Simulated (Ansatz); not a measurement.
Species: C$_{3}$H$_{2}$F$_{5}$ (charge 0, doublet). It need not be the lowest isomer of its formula. SMILES: C(C[C](F)F)(F)(F)F
Coordinates optimised at B3LYP-D3(BJ)/def2-TZVP (Ansatz, an electronic-structure program):
```
C
H 1 1.0886
H 1 1.0959 2 108.62
C 1 1.4954 2 108.56 3 -120.14
F 4 1.3315 1 115.87 2 166.84
F 4 1.3346 5 110.13 1 131.70
C 1 1.5169 2 107.70 3 116.61
F 7 1.3432 1 112.28 2 -179.37
F 7 1.3442 8 107.63 1 123.48
F 7 1.3477 8 107.50 9 115.52
```
Charge 0, spin multiplicity 2.

Wanted: atomisation energy (electronic, to ground-state atoms), in kJ/mol. Cores are frozen in the correlated levels unless marked. UHF or UKS for open shells. Spin-orbit coupling is left out. Non-relativistic. The coupled-cluster limit lacks core correlation, which all-electron functionals hold. Basis-set limits of correlation are two-point, X^-3; Hartree-Fock from the larger set. [CCSD(T)-MP2]/basis is that difference in the basis named.

```csv
level,program,atomisation energy (kJ/mol),minus last row
r2SCAN-D4/def2-TZVPD,Ansatz + dftd4,4102.3,61.3
B3LYP-D3(BJ)/def2-TZVPD,Ansatz + dftd3,4022.7,-18.3
PBE0/6-31G*,Ansatz,4138.1,97.1
HSE06-D3(BJ)/def2-TZVPD,Ansatz + dftd3,4096.7,55.7
MP2/STO-3G,Ansatz,3336.0,-705.0
MP2/cc-pVTZ,Ansatz,4105.3,64.3
"RI-MP2/CBS(cc-pVTZ,cc-pVQZ)",Ansatz,4219.8,178.8
SCS-MP2/6-31G*,Ansatz,3839.5,-201.5
SCS-MP2/cc-pVTZ,Ansatz,3988.4,-52.6
"RI-MP2/CBS(cc-pVTZ,cc-pVQZ)+[CCSD(T)-MP2]/cc-pVTZ",Ansatz,4041.0,0.0
```
